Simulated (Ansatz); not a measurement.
Program: Ansatz. Geometries: PBE0-D4/def2-TZVP. ΔE: electronic, gas phase. CBS: MP2 limit from def2 TZ/QZ plus the TZ coupled-cluster correction, frozen cores. Functionals use def2-TZVPP. B3LYP here is the variant with VWN-RPA as its local correlation; programs differ in this. For Ge outer-core shells are correlated without core-valence functions, which leaves a few kJ/mol of doubt a bond. Scalar relativity is left out up to krypton. One conformer a species, not always the lowest.

Consider the ligand exchange at the Si–O bond: `C[SiH](O)[O][GeH2][OH]` + `O[SiH2]O` → `C[SiH](O)O[SiH2]O` + `[OH][GeH2][OH]`.

`C[SiH](O)[O][GeH2][OH]`:

Z-matrix (Å, degrees):
```
C
Si 1 1.848
H 1 1.092 2 111.1
H 1 1.093 2 109.9 3 119.9
H 1 1.092 2 110.7 3 -120.6
O 2 1.663 1 106.4 3 -63.0
O 2 1.634 1 111.7 3 177.5
H 2 1.486 1 113.1 3 56.6
H 6 0.958 2 116.8 1 151.9
Ge 7 1.778 2 126.8 1 83.4
O 10 1.770 7 107.9 2 -15.4
H 10 1.529 7 108.9 2 -130.8
H 10 1.538 7 106.8 2 104.7
H 11 0.964 10 110.6 7 50.0
```

`O[SiH2]O`:

Cartesian coordinates in Å:
```
O -0.896 1.076 -0.377
Si -0.189 -0.237 0.309
O 1.304 -0.565 -0.291
H -0.493 1.932 -0.221
H 0.048 -0.031 1.756
H -1.140 -1.338 0.031
H 1.366 -0.838 -1.208
```

`C[SiH](O)O[SiH2]O`:

```xyz
14

C     0.559   -1.618   -1.773
Si    0.455   -0.010   -0.873
O    -0.957    0.713   -1.294
O     0.488   -0.261    0.756
Si   -0.358    0.339    2.011
O    -0.924    1.849    1.650
H    -0.292   -2.255   -1.520
H     1.478   -2.148   -1.510
H     0.556   -1.454   -2.853
H     1.611    0.874   -1.184
H    -1.226    1.466   -0.760
H    -1.554   -0.492    2.264
H     0.540    0.401    3.190
H    -0.376    2.596    1.895
```

`[OH][GeH2][OH]`:

Z-matrix (Å, degrees):
```
Ge
O 1 1.773
O 1 1.776 2 110.8
H 1 1.525 2 104.9 3 114.7
H 1 1.543 2 109.7 3 -119.9
H 2 0.959 1 113.6 3 70.1
H 3 0.959 1 113.3 2 -91.5
```

```
             level  ΔE (kcal/mol)  difference from CCSD(T)/CBS
            PBE-D4            1.3                          0.0
         r2SCAN-D4            1.2                         -0.1
           PBE0-D4            1.3                          0.0
          B3LYP-D4            1.1                         -0.2
           ωB97X-V            1.4                          0.1
           ωB97M-V            1.5                          0.2
            B2PLYP            1.0                         -0.3
               PBE            1.0                         -0.3
            r2SCAN            1.1                         -0.2
              PBE0            1.0                         -0.3
             B3LYP            0.5                         -0.8
     HF/def2-TZVPP            0.3                         -1.0
    MP2/def2-TZVPP            1.7                          0.4
SCS-MP2/def2-TZVPP            1.4                          0.1
   CCSD/def2-TZVPP            1.4                          0.1
CCSD(T)/def2-TZVPP            1.6                          0.3
     HF/def2-QZVPP            0.0                         -1.3
    MP2/def2-QZVPP            1.4                          0.1
SCS-MP2/def2-QZVPP            1.1                         -0.2
      HF/CBS(def2)            0.0                         -1.3
     MP2/CBS(def2)            1.4                          0.1
    CCSD/CBS(def2)            1.0                         -0.3
       CCSD(T)/CBS            1.3                            0
```

Largest T1 diagnostic among the species: 0.012.

In def2-TZVPP, CCSD(T) changes the Hartree–Fock value by +1.4 kcal/mol (the triples alone add +0.3 kcal/mol) and MP2 by +1.4 kcal/mol.
